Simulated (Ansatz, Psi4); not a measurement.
BBr2Cl (dibromo(chloro)borane): a line through the functionals

BBr2Cl: 4 atoms, total charge 0, spin state singlet. As SMILES, `ClB(Br)Br`. Geometry: relaxed at PBE0-D4/def2-TZVP.

The vertical energy of the triplet above the singlet y, in eV, basis 6-31G(d); a is the functional's share of exact exchange. Programs: Ansatz 0.2.0, Psi4 1.11.

| functional | program | a | y (eV) |
| --- | --- | --- | --- |
| PBE | Psi4 | 0 | 4.47 |
| revPBE | Psi4 | 0 | 4.46 |
| TPSSh | Psi4 | 0.1 | 4.65 |
| B3LYP | Psi4 | 0.2 | ? |
| PBE0 | Psi4 | 0.25 | 4.80 |
| r2SCAN0 | Ansatz | 0.25 | 4.84 |
| BHLYP | Psi4 | 0.5 | 5.17 |

**Question.** Fit y = c + s·a to the known rows and predict B3LYP.

**Answer.** 
1. Means of the 6 rows: a = 0.1833, y = 4.732.
2. Σ(Δa)² = 0.18333, Σ(Δa·Δy) = 0.25517, so the slope is 0.25517/0.18333 = 1.3919.
3. Intercept: 4.732 − (1.3919) × 0.1833 = 4.477. The largest residual of the fit is 0.034.
4. B3LYP: 4.477 + (1.3919) × 0.2 = 4.76 eV.

The run gave 4.78 eV, so the prediction is off by -0.02 eV, within the largest residual. Spin-orbit coupling is left out.
